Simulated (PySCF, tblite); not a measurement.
BrGeH3.
Atom-mapped SMILES: `[GeH3:1][Br:2]` (hydrogens: H3, H4, H5 on Ge1)

Method: PBE0-D3(BJ)/def2-SVP geometry optimisation, gas phase in PySCF 2.14.0.

What internal coordinates does the optimisation give?

```
                  bond  length (pm)   order
               Ge1–Br2        231.2  single
Ge1–H3, Ge1–H4, Ge1–H5        153.4  single
```

Bonds in one row agree within 1 pm and their mean is given. Orders are formal, as drawn. A selection of angles:
```
     angle  degrees
Br2–Ge1–H3    107.5
 H3–Ge1–H4    111.5
```

Ge1 (germanium bonded to Br and 3 H) is tetrahedral (angles from 107.3° to 111.5°).

Point group: C3v (tolerance 0.08 Å). PBE0-D3(BJ)/def2-SVP frequencies: not computed here.

Hardware: one thread of an Arm Neoverse V1, shared host. Cost: 8.7 s, 0.33 GiB resident at most. These figures are those of the optimisation.

***

C₂H₂P (charge -1).
Bonds: C1–C2 (triple), C2–P3. Hydrogens: H4 on C1; H5 on P3.

The geometry is computed with GFN2-xTB (gas phase).

Give the optimised bond lengths and angles.

```tsv
bond	length (Å)
C1≡C2	1.210
C2–P3	1.731
C1–H4	1.053
P3–H5	1.379
```

A selection of angles:
```tsv
angle	degrees
C2–C1–H4	176.2
C1–C2–P3	173.2
C2–P3–H5	93.4
```

Point group: Cs (every atom within 0.08 Å of its image). Its GFN2-xTB frequencies are all real (lowest 122 cm⁻¹).

On one thread of an Arm Neoverse V1, on a shared host, this took under 0.1 s. These figures are those of the optimisation.

***

CH7FSi2.
Numbering: `[F:1][CH:2]([SiH3:3])[SiH3:4]` (hydrogens: H5 on C2; H6, H7, H8 on Si3; H9, H10, H11 on Si4)

Method: PBE0-D3(BJ)/def2-SVP geometry optimisation, gas phase (PySCF 2.14.0).

Task: Give the optimised bond lengths and angles.

Result: 
```tsv
bond	length (pm)	order
F1–C2	139.9	single
C2–Si3, C2–Si4	190.3	single
C2–H5	110.7	single
Si3–H6 and 5 like bonds	149.3	single
```

Bonds in one row agree within 1 pm and their mean is given. Orders are formal, as drawn. A selection of angles:
```tsv
angle	degrees
F1–C2–Si3	108.1
F1–C2–Si4	108.5
F1–C2–H5	108.3
Si3–C2–Si4	115.2
Si3–C2–H5	108.4
C2–Si3–H6	109.8
H6–Si3–H7	109.8
```

Si3 (SiH3 silicon) is tetrahedral (angles from 108.8° to 109.8°).

Point group: Cs (every atom within 0.08 Å of its image). Stationary, but not proved a minimum.

***

Compound: difluoroacetylene, C2F2.
Bonds: F1–C2, C2–C3 (triple), C3–F4.

The geometry is computed with GFN2-xTB (gas phase).

(1) List the bond lengths, angles and torsions at this level.

Results:

(1) 
| bond | length (pm) | order |
| --- | --- | --- |
| F1–C2, C3–F4 | 128.4 | single |
| C2≡C3 | 119.8 | triple |

Bonds in one row agree within 1 pm and their mean is given. Orders are formal, as drawn. A selection of angles:
| angle | degrees |
| --- | --- |
| F1–C2–C3 | 162.5 |

Dihedral angles: F1–C2–C3–F4 180° (antiperiplanar).

C2 (alkyne carbon) is bent (angle 162.5°). The 4 heavy atoms lie in one plane (0.001 Å rms).

Its GFN2-xTB frequencies are all real (lowest 237 cm⁻¹). 2 starts were optimised and ended at 0.00 and 0.24 kcal/mol (GFN2-xTB); the lowest of these is shown.

***

[GaF4]- (charge -1).
Bonds: Ga1–F2, Ga1–F3, Ga1–F4, Ga1–F5.

Theory: PySCF 2.14.0, PBE0-D3(BJ)/def2-SVP geometry optimisation, gas phase.

Problem. What internal coordinates does the optimisation give?

Solution. 
```
                   bond  length (pm)
Ga1–F2 and 3 like bonds        178.3
```

Bonds in one row agree within 1 pm and their mean is given. A selection of angles:
```
    angle  degrees
F2–Ga1–F3    109.5
```

All 4 F–Ga bonds measure 1.782 to 1.783 Å. Ga1 (gallium bonded to 4 F) is tetrahedral (angles from 109.4° to 109.5°).

Point group: Td (tolerance 0.08 Å). PBE0-D3(BJ)/def2-SVP frequencies: not computed here. The geometry's basis has no diffuse functions, a weakness for an anion.
